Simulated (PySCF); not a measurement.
AlH₂, SMILES [AlH2+], charge +1. Atoms are numbered in the order given.

```xyz
3

Al     0.0000     0.0000     0.0000
H      0.0000     0.0000    -1.5479
H      0.0000     0.0000     1.5479
```
Charge +1, spin multiplicity 1.

Geometry optimised at ωB97X-D3(BJ)/def2-TZVPD. The multiplicity is an assumed one; other spin states were not compared. The isomer is the one that the SMILES or the coordinates give; other isomers of the formula were not compared.

Vertical ionisation energy (IE) and electron affinity (EA) in eV. Rows of orbital energies are one-electron estimates. Where ΔSCF, EOM or ADC give a negative EA the extra electron is unbound and the value depends on the basis.

| level | IE | EA |
|---|---|---|
| −ε(HOMO), −ε(LUMO), ωB97X/def2-TZVPD (PySCF) | 18.64 | 6.08 |
| −ε(HOMO), −ε(LUMO), HF/def2-TZVPD (PySCF) | 19.30 | 5.23 |
| EOM-CCSD/aug-cc-pVDZ (PySCF) | 19.20 | 5.94 |
| ADC(2)/aug-cc-pVDZ (PySCF) | 19.17 | 5.85 |

**Question.** Beyond the first one, list the lowest photoelectron lines from ADC(2)/aug-cc-pVDZ run with PySCF 2.14.0 with their pole strengths (two spins summed). (An estimate is asked for; the answer gives what the named calculation found.)

**Answer.** 21.77 eV (1.89), 34.90 eV (0.05).
